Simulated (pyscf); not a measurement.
O=AsH + AsH₃ → H₂As–O–AsH₂ (addition across a multiple bond or ene-type step; singlet surface; As–H broken, As–O, As–H formed). Single points on ωB97X-D3(BJ)/def2-SVP structures (PySCF, gas phase). Correlated levels are frozen-core, on RHF or UHF. ΔMP2 is the change of the MP2 total energy from the triple- to the quadruple-zeta basis. Energies in eV from the separated reactants.

```
level                             barrier  reaction energy
--------------------------------  -------  ---------------
PBE/def2-TZVP                        0.87            -1.27
B3LYP-D3(BJ)/def2-TZVP                ___            -1.45
M06-2X/def2-TZVP                     0.85            -1.73
ωB97M-D3(BJ)/def2-TZVP               1.07            -1.49
MP2/def2-QZVPP                       1.14            -1.36
CCSD/def2-TZVPP                      1.23            -1.46
CCSD(T)/def2-TZVPP + ΔMP2(QZVPP)      ___              ___
```

**Question.** Complete the blanks.

**Answer.** 
- B3LYP-D3(BJ)/def2-TZVP, barrier: 1.00
- CCSD(T)/def2-TZVPP + ΔMP2(QZVPP), barrier: 1.15
- CCSD(T)/def2-TZVPP + ΔMP2(QZVPP), reaction energy: -1.37

On the product side the descent ends in a point that may be a rotor saddle (no frequency run), 0.06 eV over the lowest minimum found and 2.48 eV under the saddle at ωB97X-D3(BJ)/def2-TZVP. At the saddle there is also a short As–As contact that neither side keeps. At ωB97X-D3(BJ)/def2-TZVP the barrier from the zero used here is 0.87 eV. O=AsH lies 0.32 eV over its isomer HO–As: [triplet] (electronic energy, ωB97M-D3(BJ)/def2-TZVP). H₂As–O–AsH₂ lies 0.51 eV over its isomer HO–AsH–AsH₂ (electronic energy, ωB97M-D3(BJ)/def2-TZVP). This is the saddle that the search found; another between the same sides may lie lower. The CCSD(T) − MP2 part came from Ansatz, without density fitting, on the same reference. The frozen core leaves the outer d or s,p core shells of the metals and heavy elements correlated in the MP2 and CC values, and def2-TZVPP describes them poorly, which can shift differences by a few kcal/mol. Elements up to Kr have no core potential and no relativistic terms here.
